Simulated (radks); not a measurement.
The mean radii <r> (bohr) of the occupied orbitals of an atom or ion are listed with their occupations. Calculated with a radial shooting solver on a logarithmic mesh with Libxc functionals: non-relativistic Kohn-Sham, r2SCAN, spin-unpolarised, spherical densities, point nucleus; meta-GGA in the generalised Kohn-Sham scheme.

| orbital | occ. | <r> |
|---|---|---|
| 1s | 2 | 0.1982 |
| 2s | 2 | 0.9346 |
| 4f | 1 | 4.601 |

Name the element and its charge.

Answer. Z = 8, oxygen, charge +3: O3+ in [He] 2s2 4f1. The 1s radius gives Z: for a bare nucleus <r> = 1.5/Z, 0.1875 bohr for Z = 8, and screening makes it slightly larger (0.1982 here). The occupations add up to 5, and the charge is Z minus that.
